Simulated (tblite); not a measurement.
Start geometry of `CSc1cccc[n+]1C` from a force field or distance geometry (Å):
```
atom  x, y, z in Å
C1     2.967    0.126    0.104
S2     1.789   -0.741   -0.990
C3     0.263    0.001   -0.467
C4     0.090    1.401   -0.594
C5    -1.103    1.995   -0.199
C6    -2.136    1.208    0.274
C7    -1.950   -0.162    0.361
N8    -0.779   -0.743   -0.002
C9    -0.663   -2.220    0.097
H10    3.947   -0.316   -0.005
H11    2.649    0.031    1.149
H12    3.018    1.184   -0.160
H13    0.885    2.018   -0.975
H14   -1.222    3.075   -0.298
H15   -3.078    1.668    0.578
H16   -2.749   -0.808    0.743
H17   -1.594   -2.636    0.495
H18    0.149   -2.456    0.781
H19   -0.494   -2.615   -0.900
```

**Question.** What comes out of this run: tblite 0.8.0, GFN2-xTB geometry optimisation, gas phase?

**Answer.** 
```
atom  x, y, z in Å
C1     3.0497    0.2894   -0.2111
S2     1.7551   -0.9676   -0.1046
C3     0.2779   -0.0624   -0.0229
C4     0.1959    1.3345   -0.0449
C5    -1.0283    1.9575    0.0330
C6    -2.1863    1.1822    0.1318
C7    -2.0636   -0.1825    0.1482
N8    -0.8659   -0.7881    0.0725
C9    -0.7792   -2.2280    0.0909
H10    3.9807   -0.2707   -0.2501
H11    3.0428    0.9150    0.6763
H12    2.9391    0.8691   -1.1224
H13    1.0946    1.9215   -0.1235
H14   -1.0909    3.0339    0.0181
H15   -3.1591    1.6399    0.1933
H16   -2.9274   -0.8258    0.2227
H17   -1.7710   -2.6662    0.1678
H18   -0.1753   -2.5568    0.9394
H19   -0.2985   -2.5857   -0.8220
```

The energy falls by 39.8 kJ/mol over 100 L-BFGS steps, the largest force on an atom goes from 1.17 to 0.008 eV/Å, and the atoms move by 0.542 Å rms after alignment. Among the bonds, S2–C3 and N8–C9 change most and about equally (-0.042 to -0.041 Å). Bonds longer at the end by more than 0.005 Å: 3 of 19; shorter: 13. Among the angles that change most is S2–C3–N8, from 122.0° to 116.2°. Among the dihedrals that turn most is C1–S2–C3–C4, from 60° to 0°. Rotational constants go from 2300, 1137, 823.2 to 2405, 1186, 802.5 MHz. The orientation of the end geometry is arbitrary; only internal coordinates are fixed.

On an Arm Neoverse V2 with one thread, shared host, this took 0.63 s wall.

Its GFN2-xTB frequencies are all real (lowest 77 cm⁻¹).

One conformer stands for the species.

These are computed values.
